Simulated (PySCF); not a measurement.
# Electron correlation in Be (beryllium, neutral)

[He] 2s1 3d1, high-spin 3D determinant (an excited configuration). Calculation: PySCF 2.14, in dyall-acv3z (15s9p4d2f, 76 functions); no relativity, point nucleus. Frozen: nothing; 4 electrons correlated; the 5 highest virtual orbitals of each spin left out.

```
  level  correlation energy (mhartree)
   CCSD                         -52.60
    (T)                          -0.15
CCSD(T)                         -52.75
```

Diagnostics: T1 = 0.0038, D1 = 0.0083, largest double amplitude 0.098.

The outer electron is Rydberg-like, and this basis confines it to a smaller radius and binds it less than a complete one would.

Cost of the coupled-cluster step: of the order of 17 core-seconds, for 4 correlated electrons.

Iterations:

```
CC2 = 0
CCSD nocc = (np.int64(3), np.int64(1)), nmo = (71, 71)
frozen orbitals [[71, 72, 73, 74, 75], [71, 72, 73, 74, 75]]
max_cycle = 100
direct = 0
conv_tol = 1e-08
conv_tol_normt = 1e-06
diis_space = 8
diis_start_cycle = 0
Init t2, MP2 energy = -0.0447096326321491
Init E_corr(UCCSD) = -0.0447096326321869
cycle = 1  E_corr(UCCSD) = -0.0494936400204012  dE = -0.00478400739  norm(t1,t2) = 0.036927
cycle = 2  E_corr(UCCSD) = -0.0507453865016075  dE = -0.00125174648  norm(t1,t2) = 0.0234773
cycle = 3  E_corr(UCCSD) = -0.0523274894754113  dE = -0.00158210297  norm(t1,t2) = 0.016753
cycle = 4  E_corr(UCCSD) = -0.0524488084247851  dE = -0.000121318949  norm(t1,t2) = 0.0073582
cycle = 5  E_corr(UCCSD) = -0.0526437997317501  dE = -0.000194991307  norm(t1,t2) = 0.0018217
cycle = 6  E_corr(UCCSD) = -0.0525617088048583  dE = 8.20909269e-05  norm(t1,t2) = 0.000773723
cycle = 7  E_corr(UCCSD) = -0.0526102775741115  dE = -4.85687693e-05  norm(t1,t2) = 0.000361759
cycle = 8  E_corr(UCCSD) = -0.0525957255898565  dE = 1.45519843e-05  norm(t1,t2) = 0.000105192
cycle = 9  E_corr(UCCSD) = -0.0525993503001348  dE = -3.62471028e-06  norm(t1,t2) = 3.23846e-05
cycle = 10  E_corr(UCCSD) = -0.0525986043285594  dE = 7.45971575e-07  norm(t1,t2) = 8.77658e-06
cycle = 11  E_corr(UCCSD) = -0.0525986788445486  dE = -7.45159893e-08  norm(t1,t2) = 1.23601e-06
cycle = 12  E_corr(UCCSD) = -0.0525986602644696  dE = 1.85800791e-08  norm(t1,t2) = 2.11112e-07
cycle = 13  E_corr(UCCSD) = -0.052598660037705  dE = 2.26764538e-10  norm(t1,t2) = 4.12863e-08
UCCSD converged
E(UCCSD) = -14.34291003035679  E_corr = -0.05259866003770503
UCCSD(T) correction = -0.000146325397685924
```
